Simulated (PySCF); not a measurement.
# One molecule, several mistakes: BGe2H7N cation

Calculated results; nothing here was measured. They come from PySCF 2.14.0, an open-source quantum chemistry program, on an isolated molecule that a program drew, which may never have been made. The molecule is BGe2H7N cation (charge +1, singlet), drawn as the SMILES string `B[N]([GeH2+])[GeH3]`.

Each row is a Hartree-Fock (HF) and frozen-core CCSD(T) single point in the cc-pVDZ basis, meant for a local HF minimum. Run 1 is clean. Each other run has one planted mistake out of seven kinds, and not every kind appears here: one electron removed, one electron added, multiplicity raised by two, geometry at a saddle point, minimal basis STO-3G, one bond length entered in bohr, all coordinates scaled. The reference is restricted for singlets and unrestricted otherwise, and also for a bond in bohr. Adding or removing an electron swaps singlet and doublet. Electrons count all cores. HOMO and LUMO are orbital energies over both spins, the gradient is its largest component, and the lowest frequency (negative if imaginary) is given only where the gradient is small. Bond lengths are over the 10 bonds as drawn. T1 is the CCSD diagnostic: over 0.02 (restricted) or 0.045 (unrestricted) a single reference is doubtful. Germanium has the cc-pVDZ-PP basis, with a core potential (ECP10MDF) in place of its 10 inner electrons, and its 3s, 3p and 3d shells are frozen in CCSD(T).

Geometry of the clean run:
```xyz
11
BGe2H7N cation, angstrom
B    -0.0718    0.7406   -0.7514
N     0.7772    1.7596   -1.3547
Ge    0.5174    2.1225   -3.0440
Ge    2.1154    2.6157   -0.2200
H    -0.9023    0.1970   -1.4199
H     0.0837    0.4729    0.4001
H     1.3770    3.1726   -3.7052
H    -0.5560    1.3808   -3.7995
H     2.7952    3.6022   -1.1595
H     3.0181    1.4869    0.2335
H     1.3190    3.2783    0.8853
```

| run | electrons | basis functions | <S^2> | HOMO (eV) | LUMO (eV) | gradient (hartree/bohr) | lowest frequency (cm^-1) | mean bond (Å) | longest bond (Å) | T1 | HF (hartree) | CCSD(T) (hartree) | mistake |
|---|---|---|---|---|---|---|---|---|---|---|---|---|---|
| 1 | 82 | 109 | 0.000 | -16.56 | -4.70 | 1.7e-05 | 99 | 1.5115 | 1.952 | 0.0152 | -669.72872 | -670.22790 | no fault |
| 2 | 81 | 109 | 0.778 | -21.37 | -14.38 | 1.1e-01 | - | 1.5115 | 1.952 | 0.0363 | -669.15548 | -669.64119 | one electron removed |
| 3 | 83 | 109 | 0.766 | -6.26 | 2.42 | 7.7e-02 | - | 1.5115 | 1.952 | 0.0181 | -669.92958 | -670.44510 | one electron added |
| 4 | 82 | 109 | 0.974 | -13.77 | -6.47 | 5.5e-02 | - | 1.6670 | 3.302 | 0.0315 | -669.58519 | -670.05723 | ? |
| 5 | 82 | 109 | 2.030 | -12.16 | -7.05 | 1.4e-01 | - | 1.5115 | 1.952 | 0.0243 | -669.60246 | -670.06446 | ? |

**Which mistake was planted in run 4, and what did it cost?**

The mean bond changes by a factor of 1.103 and the longest by 1.692, so the molecule wasn't scaled as a whole. A length L in bohr read as angstrom grows by (1/0.5292 - 1) L = 0.890 L. The 10 bonds together grew by 10 x 0.1555 = 1.555 Å, which gives L = 1.748 Å. That is bond N2-Ge3, 1.747 Å in the clean geometry. So the mistake is: one bond length entered in bohr. Subtracting run 1 and multiplying by 627.51 kcal/mol a hartree, the energy moved by 90.1 kcal/mol in HF and 107.1 kcal/mol in CCSD(T).

**Which mistake was planted in run 5, and what did it cost?**

Electrons, basis and geometry are unchanged, and <S^2> is 2.030, beside S(S+1) = 2.00 for a multiplicity of 3. So the mistake is: multiplicity raised by two. Subtracting run 1 and multiplying by 627.51 kcal/mol a hartree, the energy moved by 79.2 kcal/mol in HF and 102.6 kcal/mol in CCSD(T).

